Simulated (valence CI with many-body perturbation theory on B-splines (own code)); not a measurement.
# Hyperfine factors and g values of Hg30+

Level of theory: relativistic CI+MBPT: four valence electrons over a frozen Dirac-Fock core [Kr] 4d10, radial functions for each j: 7 s, 7 p, 7 d, 7 f, 4 g, 2 h, with the one-electron correlation potential Σ1 (screened to all orders), the two-electron term Σ2, the three-electron term Σ3, Breit, model QED; selected single and double excitations, second order for the rest, scaled by the run's own slope (own B-spline code, finite nucleus).

No measured spectrum was set against this ion. As an estimate, large intervals hold to a few tenths of a per cent, small ones and those within an open d or f shell to about a per cent. Excitations out of the core, of the other parity, are not computed and may begin above about 190 eV (a cautious bound); beyond it only levels of the ground parity were kept, without lifetimes.

A/g_I is the dipole constant over the nuclear g factor μ/I (μ in nuclear magnetons, uniformly magnetised nucleus), B/Q the quadrupole constant per barn. Both hold the static response of the core; the bare values leave it out. Large factors of s and p1/2 electrons are usually good to 5 to 10 %; those of open d and f shells near neutrality can be off by tens of per cent, and small factors of p3/2, d and f electrons come from cancelling terms and can be off by a factor of two or in sign, in half-filled shells by more. B is blank for J = 1/2, where it vanishes, and for nearly pure S terms. Energies count from the lowest level. Levels with J = 0 are left out.

Levels are named by their leading jj configuration (3d3/2^4 stands for four electrons in 3d with j = 3/2), which in mixed levels can hold well under half, so a name can repeat and another be missing. Letters in brackets count levels of one name in rising energy.

| Level | E (eV) | g | A/g_I (MHz) | A/g_I bare | B/Q (MHz/b) | B/Q bare |
| --- | --- | --- | --- | --- | --- | --- |
| (4f5/2^4) J=4 | 0.000 | 0.672 | 6660 | 6180 | -3480 | -3140 |
| (4f5/2^3 4f7/2) J=5 [a] | 3.516 | 0.916 | 4870 | 4830 | -2800 | -2540 |
| (4f5/2^4) J=2 | 4.871 | 0.903 | 5820 | 5840 | 4080 | 3700 |
| (4f5/2^3 4f7/2) J=6 [a] | 5.976 | 1.033 | 4180 | 4370 | -1770 | -1630 |
| (4f5/2^3 4f7/2) J=4 [a] | 7.157 | 1.002 | 4850 | 5030 | -4770 | -4300 |
| (4f5/2^3 4f7/2) J=1 [a] | 7.262 | 0.157 | 12100 | 10900 | 978 | 876 |
| (4f5/2^3 4f7/2) J=7 | 7.484 | 1.074 | 4050 | 4330 | 317 | 216 |
| (4f5/2^3 4f7/2) J=3 [a] | 8.401 | 1.083 | 4030 | 4330 | -1670 | -1520 |
| (4f5/2^3 4f7/2) J=8 | 8.543 | 1.090 | 4030 | 4350 | 2970 | 2560 |
| (4f5/2^3 4f7/2) J=2 [a] | 8.766 | 0.665 | 7070 | 6610 | -2750 | -2450 |
| (4f5/2^3 4f7/2) J=3 [b] | 9.207 | 0.972 | 4570 | 4630 | 2900 | 2630 |
| (4f5/2^3 4f7/2) J=2 [b] | 9.353 | 1.556 | 368 | 1490 | -778 | -758 |
| (4f5/2^2 4f7/2^2) J=6 [a] | 10.593 | 0.914 | 4750 | 4690 | 169 | 174 |
| (4f5/2^3 4f7/2) J=5 [b] | 10.759 | 1.163 | 3290 | 3710 | -1370 | -1330 |
| (4f5/2^2 4f7/2^2) J=7 [a] | 11.426 | 1.006 | 4180 | 4290 | 1980 | 1760 |
| (4f5/2^2 4f7/2^2) J=4 [a] | 11.729 | 1.227 | 2620 | 3140 | 5000 | 4490 |
| (4f5/2^2 4f7/2^2) J=8 [a] | 12.317 | 1.058 | 3910 | 4130 | 4140 | 3660 |
| (4f5/2^2 4f7/2^2) J=4 [b] | 13.423 | 1.024 | 4300 | 4470 | -2310 | -2060 |
| (4f5/2^2 4f7/2^2) J=2 [a] | 13.750 | 1.133 | 3310 | 3660 | 2570 | 2330 |
| (4f5/2^2 4f7/2^2) J=3 [a] | 13.913 | 0.904 | 4930 | 4850 | -3360 | -3030 |
| (4f5/2^2 4f7/2^2) J=5 [a] | 14.239 | 1.259 | 2430 | 3010 | 5220 | 4660 |
| (4f5/2^2 4f7/2^2) J=2 [b] | 14.682 | 1.117 | 2390 | 2580 | -654 | -631 |
| (4f5/2^2 4f7/2^2) J=1 [a] | 14.686 | 1.043 | 4460 | 4700 | -107 | -106 |
| (4f5/2^2 4f7/2^2) J=5 [b] | 14.829 | 0.974 | 4140 | 4160 | 916 | 788 |
| (4f5/2^2 4f7/2^2) J=4 [c] | 15.148 | 1.176 | 3040 | 3480 | -3540 | -3250 |
| (4f5/2^3 4f7/2) J=1 [b] | 15.293 | 1.483 | -707 | 98.6 | 1800 | 1600 |
| (4f5/2^2 4f7/2^2) J=8 [b] | 15.485 | 1.007 | 4280 | 4410 | 5080 | 4590 |
| (4f5/2^2 4f7/2^2) J=9 | 15.547 | 1.042 | 4040 | 4230 | 9610 | 8600 |
| (4f5/2^2 4f7/2^2) J=3 [b] | 15.585 | 1.253 | 2020 | 2540 | 1010 | 894 |
| (4f5/2^2 4f7/2^2) J=6 [b] | 15.667 | 1.216 | 2930 | 3450 | 339 | 211 |
| (4f5/2^2 4f7/2^2) J=5 [c] | 15.824 | 1.113 | 3780 | 4130 | -1280 | -1150 |
| (4f5/2^2 4f7/2^2) J=4 [d] | 16.485 | 1.115 | 3020 | 3290 | 3250 | 2880 |
| (4f5/2^2 4f7/2^2) J=2 [c] | 16.545 | 0.729 | 7500 | 7270 | 936 | 888 |
| (4f5/2^2 4f7/2^2) J=6 [c] | 16.729 | 1.064 | 3950 | 4190 | 928 | 817 |
| (4f5/2 4f7/2^3) J=7 [a] | 17.030 | 1.001 | 3940 | 4010 | 1400 | 1280 |
| (4f5/2^2 4f7/2^2) J=2 [d] | 17.379 | 1.415 | 654 | 1440 | 1240 | 1100 |
| (4f5/2^2 4f7/2^2) J=7 [b] | 17.707 | 1.073 | 3950 | 4220 | 2090 | 1860 |
| (4f5/2 4f7/2^3) J=8 [a] | 17.777 | 1.057 | 3620 | 3800 | 3670 | 3270 |

Task: Take the isotope of mass number 201, with I = 3/2, μ = -0.558 μN and Q = 0.387 b. What is the hyperfine structure of (4f5/2^4) J=4?

Result: From the table A = -2480 MHz, B = -1350 MHz. Shifts from the centre of gravity in MHz: F = 5/2: 17900, F = 7/2: 10200, F = 9/2: -649, F = 11/2: -15200.
